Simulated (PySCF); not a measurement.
C5H10.

```xyz
15

C     -2.3345    -0.1849    -0.1951
C     -1.0907     0.2177    -0.4702
C     -0.0860     0.6753     0.5496
C      1.1331    -0.2554     0.6936
C      1.9830    -0.3829    -0.5707
H     -2.7177    -0.1929     0.8312
H     -3.0182    -0.5178    -0.9810
H     -0.7560     0.2089    -1.5151
H     -0.5830     0.7762     1.5288
H      0.2755     1.6842     0.2737
H      0.7819    -1.2539     1.0072
H      1.7619     0.1235     1.5179
H      2.3371     0.6038    -0.9147
H      1.4189    -0.8401    -1.3990
H      2.8701    -1.0109    -0.3924
```

The structure is a stationary point at B3LYP-D3(BJ)/def2-SVP. Other conformers were not sampled.

Level of theory: PBE/pcSseg-1 (PySCF). Non-relativistic, no solvent.

### Question
Give the absolute GIAO shielding of each atom: isotropic value and principal components (ppm). (An estimate is asked for; the answer gives what the named calculation found.)

### Answer

```csv
atom,σ(iso),σ11,σ22,σ33,span
C1,58.9,-47.2,77.0,146.9,194.2
C2,33.4,-90.5,33.5,157.1,247.6
C3,137.8,126.4,138.4,148.7,22.3
C4,150.3,142.6,145.8,162.5,19.9
C5,165.3,150.4,165.4,179.9,29.5
H6,25.9,22.6,25.6,29.5,6.9
H7,26.0,23.2,25.1,29.6,6.5
H8,24.8,22.1,23.4,29.0,6.9
H9,29.1,25.4,28.2,33.6,8.3
H10,29.1,26.0,28.0,33.3,7.3
H11,29.9,25.7,29.3,34.6,8.9
H12,29.5,24.6,28.8,35.2,10.6
H13,30.5,27.1,28.3,36.0,8.9
H14,29.9,25.5,29.3,35.0,9.5
H15,30.1,25.9,27.6,36.7,10.8
```
